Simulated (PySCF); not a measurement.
Sb(Et)3 (C₆H₁₅Sb), SMILES C[CH2][Sb]([CH2]C)[CH2]C.

Geometry optimised at B3LYP-D3(BJ)/def2-SVP. The isomer is the one that the SMILES or the coordinates give; other isomers of the formula were not compared. The def2 effective core potentials stand for the cores of Sb; spin–orbit coupling is left out. One conformer was computed; it need not be the lowest.

Method: PBE0/def2-SVP in PySCF.

```json
{
 "total_energy": "-477.44075 hartree",
 "highest_occupied_level": "-6.15 eV",
 "lowest_empty_level": "0.43 eV",
 "orbital_gap": "6.58 eV",
 "dipole_moment": "0.162 e·Å",
 "quadrupole, principal values (traceless, Buckingham form, about the centre of nuclear charge)": "-3.92, 1.67, 2.25 D·Å",
 "mean_static_polarisability": "108.0 bohr³ (16.00 Å³)",
 "polarisability_principal_values": "98.3, 108.3, 117.4 bohr³"
}
```
